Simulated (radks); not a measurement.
Rb2+, configuration [Ar] 3d9.75 4s2 4p5.25 (fractional occupations, a model configuration).

Calculated with a radial shooting solver on a logarithmic mesh with Libxc functionals: Dirac Kohn-Sham, exchange-only B88, spin-unpolarised, spherical densities, point nucleus; open shells are shared between the two j in proportion to 2j + 1.

Energy parts (hartree):
total: -2978.17654
kinetic: 3064.79318
electron-nucleus: -7165.20537
Hartree: 1220.99988
exchange: -98.76424

Orbitals (lengths in bohr, moments of r in powers of bohr; r(max) is where P^2 peaks):
orbital,occ.,eigenvalue (hartree),r(max),small-component weight
1s1/2,2,-553.2595,0.02628,1.81e-02
2s1/2,2,-74.65091,0.1497,3.61e-03
2p1/2,2,-67.79899,0.1173,3.61e-03
2p3/2,4,-65.56363,0.1207,3.51e-03
3s1/2,2,-11.75794,0.4505,9.02e-04
3p1/2,2,-9.30364,0.4399,8.50e-04
3p3/2,4,-8.96555,0.4487,8.25e-04
3d3/2,3.9,-4.67114,0.3900,7.09e-04
3d5/2,5.85,-4.61339,0.3927,7.02e-04
4s1/2,2,-1.83563,1.240,1.67e-04
4p1/2,1.75,-1.24334,1.368,1.31e-04
4p3/2,3.5,-1.20629,1.395,1.26e-04
5s1/2,0,-0.46739,3.333,3.14e-05
4d3/2,0,-0.44530,2.037,5.22e-05
4d5/2,0,-0.44282,2.050,5.17e-05

The highest occupied level is 4p3/2 at -32.825 eV. The density falls to 0.001 e/bohr^3 at r = 3.42 bohr. Summed over all electrons, <r^2> = 26.47 bohr^2, which gives a Langevin (diamagnetic) susceptibility term of -21 x 10^-6 cm^3/mol.
